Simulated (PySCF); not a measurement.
Delta-SCF ions had no search for a lower state. Excitations are Tamm–Dancoff values on a coarser integration grid. The basis has no diffuse functions, so Rydberg states are missing or too high.

**C₁₀H₉BO, SMILES `c1ccccc2-c1c(c(c2)O)B` (charge 0, multiplicity 1)**

Level of theory: PySCF 2.14.0 with PBE-D3(BJ)/def2-TZVP // PBE0-D3(BJ)/def2-SVP.

| Property | Value |
|---|---|
| HOMO | -5.47 eV |
| dipole moment | 2.44 D |
| HOMO–LUMO gap | 2.50 eV |
| LUMO | -2.97 eV |
| S1 excitation (TDA) | 2.85 eV |
| S1 oscillator strength | 0.000 |
| brightest of the four lowest singlets (TDA) | 4.51 eV |
| T1 excitation (TDA) | 2.22 eV |
| S1–T1 gap (TDA) | 0.63 eV |
| vertical ionisation energy (Delta-SCF) | 7.76 eV |
| total energy | -486.1016 Ha |
| cost | about 15 core-minutes (a rough figure) |

```xyz
21

B     -2.8703     0.9098     0.1174
C     -1.6843    -0.0068     0.1034
C     -1.7711    -1.4317     0.1996
O     -2.8998    -2.1120     0.3121
C     -0.5035    -2.0259     0.1599
C      0.4443    -0.9999     0.0365
C      1.8336    -1.1915    -0.0363
C      2.8412    -0.2484    -0.1580
C      2.7396     1.1492    -0.2407
C      1.6001     1.9404    -0.2213
C      0.2558     1.5551    -0.1147
C     -0.2851     0.2846    -0.0007
H     -2.7885     2.1135     0.0355
H     -3.9920     0.4363     0.2162
H     -3.6251    -1.4664     0.3153
H     -0.2960    -3.0930     0.2152
H      2.1589    -2.2359     0.0102
H      3.8590    -0.6482    -0.1948
H      3.6889     1.6853    -0.3328
H      1.7713     3.0182    -0.3003
H     -0.4771     2.3672    -0.1215
```
